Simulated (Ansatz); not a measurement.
**Ligand exchange: Al(CH3)F2 + Ge(CH3)3Cl → AlClF2 + Ge(CH3)4**

Gas-phase species: Al(CH3)F2, singlet; Ge(CH3)3Cl, singlet; AlClF2 `[F][Al]([F])[Cl]`, singlet; Ge(CH3)4 (tetramethylgermane), singlet. The partners trade CH3 for Cl: Al–CH3 and Ge–Cl bonds give way to Al–Cl and Ge–CH3.

Shapes, held fixed at every level: PBE0-D4/def2-TZVP. Programs: Ansatz 0.2.0. Electronic energies: no zero-point or thermal term.

```json
{"level": "HF/def2-TZVPP", "kind": "Hartree–Fock", "ΔE (kJ/mol)": "-32.2", "less CCSD(T)/def2-TZVPP": "+5.5"}
{"level": "PBE-D4/def2-TZVPP", "kind": "GGA", "ΔE (kJ/mol)": "-24.3", "less CCSD(T)/def2-TZVPP": "+13.4"}
{"level": "B3LYP-D4/def2-TZVPP", "kind": "global hybrid", "ΔE (kJ/mol)": "-26.6", "less CCSD(T)/def2-TZVPP": "+11.1"}
{"level": "r2SCAN0-D4/def2-TZVPP", "kind": "global hybrid", "ΔE (kJ/mol)": "-31.6", "less CCSD(T)/def2-TZVPP": "+6.1"}
{"level": "wB97M-V/def2-TZVPP", "kind": "range-separated hybrid", "ΔE (kJ/mol)": "-28.1", "less CCSD(T)/def2-TZVPP": "+9.6"}
{"level": "CCSD(T)/def2-SVP", "kind": "coupled cluster or CI", "ΔE (kJ/mol)": "-38.5", "less CCSD(T)/def2-TZVPP": "-0.8"}
{"level": "CCSD/def2-TZVPP", "kind": "coupled cluster or CI", "ΔE (kJ/mol)": "-38.1", "less CCSD(T)/def2-TZVPP": "-0.4"}
{"level": "CCSD(T)/def2-TZVPP", "kind": "coupled cluster or CI", "ΔE (kJ/mol)": "-37.7", "less CCSD(T)/def2-TZVPP": "0.0"}
```

The highest level, CCSD(T)/def2-TZVPP, gives ΔE = -37.7 kJ/mol; the levels span -38.5 to -24.3. The column of differences is taken from that level and isn't an error. No measured value is set beside it here. Relativity is left out for Ge. Outer-core shells of Ge are correlated, in sets that cover them unevenly.
